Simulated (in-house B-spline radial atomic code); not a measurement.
Spin-orbit splittings of orbital energies (j = l + 1/2 less j = l - 1/2) and ratios of mean radii (lower j over upper j) along the 11-electron series, configuration [Ne] 3s1. Computed with a radial B-spline atomic code at the basis-set limit: Dirac-Hartree-Fock, average of the configuration, finite nuclei.

| ion | Z | splitting of 2p (eV) | radius ratio of 2p |
| --- | --- | --- | --- |
| Mg+ | 12 | 0.31512 | 0.99693 |
| Al2+ | 13 | ? | ? |
| Si3+ | 14 | 0.68846 | 0.99618 |
| P4+ | 15 | 0.97029 | 0.99573 |
| S5+ | 16 | 1.3323 | 0.99522 |
| Cl6+ | 17 | 1.7885 | 0.99467 |
| Ar7+ | 18 | 2.3542 | 0.99407 |
| K8+ | 19 | 3.0457 | 0.99344 |
| Ca9+ | 20 | 3.8807 | 0.99276 |
| Sc10+ | 21 | 4.8782 | 0.99205 |
| Ti11+ | 22 | 6.0583 | 0.9913 |
| V12+ | 23 | 7.4425 | 0.9905 |
| Cr13+ | 24 | 9.0535 | 0.98967 |
| Mn14+ | 25 | 10.915 | 0.9888 |
| Fe15+ | 26 | 13.054 | 0.98789 |
| Co16+ | 27 | ? | ? |
| Ni17+ | 28 | 18.268 | 0.98596 |
| Cu18+ | 29 | 21.403 | 0.98493 |
| Zn19+ | 30 | 24.929 | 0.98386 |
| Ga20+ | 31 | ? | ? |
| Ge21+ | 32 | 33.292 | 0.98161 |
| As22+ | 33 | 38.198 | 0.98042 |

(1) Fill in the row of Al2+.

(2) Fill in the row of Co16+.

(3) Fill in the row of Ga20+.

(4) With what power of Z does the column «splitting of 2p (eV)» change over this range?

## Answers

(1) splitting of 2p (eV): 0.47395; radius ratio of 2p: 0.99659.

(2) splitting of 2p (eV): 15.495; radius ratio of 2p: 0.98694.

(3) splitting of 2p (eV): 28.881; radius ratio of 2p: 0.98275.

(4) A fit of the logarithm of its size against log Z from Z = 12 to 33 has slope 4.71. An unscreened hydrogenic electron would give 4 at low Z; screening makes the apparent power larger near the neutral end, and relativity raises it again at high Z.
